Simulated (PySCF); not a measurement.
# C2H10O3Si4

C2H10O3Si4 is a molecule, neutral, singlet. The structure, one conformer, was relaxed in the gas phase by PBE0-D3(BJ)/def2-SVP. No frequency run checks that it is a minimum.

SMILES: C#C[Si](O[SiH3])(O[SiH3])O[SiH3]

```tsv
atom	x (Å)	y (Å)	z (Å)
Si1	-1.201	-0.345	2.390
O2	-0.034	-0.879	1.340
Si3	0.759	-0.614	-0.069
O4	1.336	0.920	-0.102
Si5	0.900	2.519	-0.208
O6	-0.263	-0.847	-1.328
Si7	-1.741	-0.486	-1.991
C8	2.147	-1.776	-0.200
C9	3.076	-2.555	-0.279
H10	-1.599	-1.475	3.274
H11	-0.673	0.780	3.216
H12	-2.392	0.133	1.621
H13	2.025	3.350	0.302
H14	0.608	2.878	-1.627
H15	-0.322	2.766	0.619
H16	-2.042	0.965	-1.794
H17	-1.696	-0.794	-3.447
H18	-2.808	-1.298	-1.335
H19	3.898	-3.245	-0.354
```

Shieldings: GIAO PBE0/pcSseg-1. Shifts are against computed references at the same level: C TMS (σ 184.4 ppm), H TMS (σ 31.27 ppm), Si TMS (σ 352.0 ppm). Core levels by delta-SCF with SCAN, pcX-2 on the ionised atom and pcseg-1 elsewhere, spin-free X2C (2p3/2 is the spin-free 2p value less a third of a first-order spin-orbit splitting); from the vacuum level, for chosen atoms.

Task: Give the shieldings and core levels atom by atom.

Result: 
```json
{"atoms": "Si1", "bonded to": "1 O + 3 H", "σ (ppm)": "391.1", "δ (ppm)": "-39.1", "core level (eV)": "-"}
{"atoms": "O2", "bonded to": "2 Si", "σ (ppm)": "278.9", "δ (ppm)": "-", "core level (eV)": "1s 537.93"}
{"atoms": "Si3", "bonded to": "1 C + 3 O", "σ (ppm)": "443.0", "δ (ppm)": "-91.0", "core level (eV)": "2p3/2 108.42"}
{"atoms": "O4", "bonded to": "2 Si", "σ (ppm)": "278.1", "δ (ppm)": "-", "core level (eV)": "1s 537.93"}
{"atoms": "Si5", "bonded to": "1 O + 3 H", "σ (ppm)": "390.6", "δ (ppm)": "-38.6", "core level (eV)": "-"}
{"atoms": "O6", "bonded to": "2 Si", "σ (ppm)": "279.0", "δ (ppm)": "-", "core level (eV)": "1s 537.94"}
{"atoms": "Si7", "bonded to": "1 O + 3 H", "σ (ppm)": "390.9", "δ (ppm)": "-38.9", "core level (eV)": "-"}
{"atoms": "C8", "bonded to": "1 C + 1 Si", "σ (ppm)": "100.9", "δ (ppm)": "83.5", "core level (eV)": "-"}
{"atoms": "C9", "bonded to": "1 C + 1 H", "σ (ppm)": "87.4", "δ (ppm)": "97.0", "core level (eV)": "-"}
{"atoms": "H10 H11 H12", "bonded to": "1 Si", "σ (ppm)": "26.13", "δ (ppm)": "5.14", "core level (eV)": "-"}
{"atoms": "H13 H14 H15", "bonded to": "1 Si", "σ (ppm)": "26.14", "δ (ppm)": "5.13", "core level (eV)": "-"}
{"atoms": "H16 H17 H18", "bonded to": "1 Si", "σ (ppm)": "26.13", "δ (ppm)": "5.14", "core level (eV)": "-"}
{"atoms": "H19", "bonded to": "1 C", "σ (ppm)": "29.28", "δ (ppm)": "1.99", "core level (eV)": "-"}
```

Values are those of this one static structure, with the three H of a rotating XH3 group averaged; atoms that internal rotation interchanges would show their mean in an NMR spectrum.

Core levels of C8 are left out, their hole states being strongly spin-contaminated.

Task: By CAM-B3LYP/def2-SVPD (TDDFT singlets, Tamm-Dancoff triplets, ionisation by delta-SCF), where does absorption start, and what does vertical ionisation take?

Result: The first singlet with intensity lies at 7.62 eV (f 0.009); what lies below it is dark. The lowest singlet lies at 6.04 eV (f 0.000), the strongest of the first 6 at 7.63 eV (f 0.009), the lowest triplet at 4.91 eV; vertical ionisation takes 10.74 eV.
